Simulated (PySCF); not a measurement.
Species: 2-methylthieno[3,2-b]thiophene, C7H6S2.
Structure used (PBE0-D3(BJ)/def2-SVP), in Å, numbered top down from 1:
```xyz
15
C7H6S2 angstrom
C      2.9544   -0.0372    0.3780
C      1.4726   -0.0366    0.2138
C      0.7518   -0.1965   -0.9415
C     -0.6497   -0.1394   -0.7007
S     -2.0712   -0.2636   -1.6746
C     -3.0858   -0.0434   -0.2887
C     -2.3851    0.1199    0.8763
C     -0.9845    0.0629    0.6360
S      0.4414    0.1857    1.6069
H      3.4386   -0.1761   -0.5983
H      3.3193    0.9103    0.8057
H      3.2918   -0.8490    1.0422
H      1.2175   -0.3467   -1.9157
H     -4.1678   -0.0469   -0.4142
H     -2.8537    0.2700    1.8485
```

Definitions: NICS(0) = −σiso at the ring centroid; NICS(1) = −σiso and NICS(1)zz = −σzz at ±1 Å along the ring normal z. Level: GIAO CAM-B3LYP/pcSseg-1 (PySCF, non-relativistic, gas phase) on the PBE0-D3(BJ)/def2-SVP geometry, one conformer.

Ring bond lengths (Å): C2–C3 1.371, C3–C4 1.423, C4–C8 1.393, C8–S9 1.729, S9–C2 1.747; C4–S5 1.728, S5–C6 1.732, C6–C7 1.369, C7–C8 1.422, C8–C4 1.393.

**Question.** What do the NICS probes read (ppm)?

**Answer.** 
```csv
ring,type,NICS(0),"NICS(1), two faces","NICS(1)zz, two faces",rms pucker (Å),"centre to ring atoms, mean (Å)"
C2–C3–C4–C8–S9,5-membered ring with S; formal bonds all aromatic,-10.0,-9.2 / -9.2,-19.6 / -19.6,0.00,1.30
C4–S5–C6–C7–C8,5-membered ring with S; formal bonds all aromatic,-11.4,-10.1 / -10.1,-22.9 / -22.9,0.00,1.30
```

**Question.** What can be read from them?

**Answer.** 
- C2–C3–C4–C8–S9: mean NICS(1)zz -19.6 ppm, shielded.
- C4–S5–C6–C7–C8: mean NICS(1)zz -22.9 ppm, shielded. The ring is flat and has no four-coordinate atom; by the NICS criterion it is aromatic, though in fused rings the probe also feels the neighbouring ring.

**Question.** How equal are the bonds by HOMA? Use HOMA with the parameters of Krygowski (1993).

**Answer.** 
- C2–C3–C4–C8–S9: HOMA 0.77; the largest term is that of S9–C2, α(R − Ropt)² = 0.47.
- C4–S5–C6–C7–C8: HOMA 0.82; the largest term is that of C7–C8, α(R − Ropt)² = 0.30. The geometric and the magnetic index point the same way.

**Question.** What is the mean of the two in-plane components of NICS at the second NICS(1) probe listed for ring C4–S5–C6–C7–C8, 1 Å off the ring?

**Answer.** The isotropic value is a third of the trace: (3 × -10.1 − (-22.9))/2 = -3.7 ppm.

**Question.** List the ring angles.

**Answer.** 
- C2–C3–C4–C8–S9: C2 112.1°, C3 111.7°, C4 113.9°, C8 110.5°, S9 91.7°; sum 540.0° against 540° for a flat convex ring.
- C4–S5–C6–C7–C8: C4 110.7°, S5 91.3°, C6 113.3°, C7 110.8°, C8 113.9°; sum 540.0° against 540° for a flat convex ring.

**Question.** What are the shieldings of the ring atoms and their hydrogens in the same run (means over atoms taken as equivalent)?

**Answer.** 
```csv
atoms,environment,σ isotropic (ppm)
C2,substituted aromatic carbon,25.4
C3,aromatic CH carbon,57.4
C4,ring-fusion aromatic carbon,32.8
S5,thiophene-type sulfur,304.8
C6,aromatic CH next to a ring sulfur,44.5
C7,aromatic CH carbon,55.2
C8,ring-fusion aromatic carbon,33.0
S9,thiophene-type sulfur,295.3
H13,aromatic hydrogen,24.44
H14,aromatic hydrogen,24.29
H15,aromatic hydrogen,24.21
```

**Question.** How do the values depend on the level or the medium?

**Answer.** 
```tsv
level	NICS(0), C2–C3–C4–C8–S9	mean NICS(1)zz, C2–C3–C4–C8–S9	NICS(0), C4–S5–C6–C7–C8	mean NICS(1)zz, C4–S5–C6–C7–C8
CAM-B3LYP/pcSseg-1, gas	-10.0	-19.6	-11.4	-22.9
PBE0/pcSseg-1, gas	-10.4	-20.0	-11.8	-23.3
```

The geometry is the same throughout.
